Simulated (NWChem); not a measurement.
System: AlN2H4Cl; SMILES [NH2][Al]([NH2])[Cl]

```xyz
8

Al     0.0000     0.0000    -0.4233
Cl     0.0000     0.0000     1.6859
N      0.0000    -1.5559    -1.2548
H      0.0000    -2.4494    -0.7772
H      0.0000    -1.6964    -2.2579
N      0.0000     1.5559    -1.2548
H      0.0000     1.6964    -2.2579
H      0.0000     2.4494    -0.7772
```
Atoms are numbered in this order, from 1.

All runs: NWChem. Pople sets run with spherical d functions. Structure relaxed at the PBE0/def2-SVP level. Atomic charges in e: unrestrained fits to the electrostatic potential beside Mulliken populations; buried atoms are poorly determined by the fit.

For level Hartree-Fock/6-31G*:

```yaml
ESP Al1: 1.27
Mulliken Al1: 1.10
ESP N3: -1.24
Mulliken N3: -1.10
ESP N6: -1.23
Mulliken N6: -1.10
```

Task: What are these values for level B3LYP/def2-SVP?

Result: 
| Property | Result |
|---|---|
| ESP Al1 | 0.94 |
| Mulliken Al1 | 0.71 |
| ESP N3 | -0.97 |
| Mulliken N3 | -0.43 |
| ESP N6 | -0.96 |
| Mulliken N6 | -0.43 |
